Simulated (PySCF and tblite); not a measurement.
The numbers below are computed, except where a source is named.
C₁₁H₈BrF, numbered as in [F:1][CH2:2][c:3]1[cH:4][cH:5][cH:6][c:7]2[cH:8][c:9]([Br:10])[cH:11][cH:12][c:13]12.

Search: ETKDG and KDG, MMFF94s, GFN2-xTB, 60 starts; geometries at GFN2-xTB. Free energies are B3LYP-D3(BJ)/def2-SVP single points with GFN2-xTB rigid-rotor and vibrational terms (modes under about 100 cm⁻¹ blended into free rotors). Symmetry numbers and mirror images are counted. Conformers within 2.5 kcal/mol (GFN2-xTB free energy) were kept, 2 at most. Codes: tblite and PySCF.

Torsions listed: F1–C2–C3–C4. Of a mirror pair one member is shown.

| conformer | shape | symmetry | dipole D |
| --- | --- | --- | --- |
| 1 | 120° | C1 (pair) | 2.39 |
| 2 | 0° | Cs | 0.22 |

(1) Which of these conformers is the most populated at 298.15 K, and with what share?

(2) Give the DFT energies and free energies relative to the lowest, and all weights.

(3) How does its share change from 250 K to 350 K?

The minima are those of GFN2-xTB; planar forms about aryl–S or allylic bonds may be saddles in DFT.

Answers

(1) Conformer 1, about 66 %. The lead over the next is within the error of the method.

(2) 
| conformer | shape | E(DFT) kcal/mol | G(298.15 K) kcal/mol | weight % |
| --- | --- | --- | --- | --- |
| 1 | 120° | 0.00 | 0.00 | 65.9 |
| 2 | 0° | 0.09 | 0.39 | 34.1 |

(3) From 66 % to 66 %; the mixing entropy goes from 2.18 to 2.18 cal/(mol K).
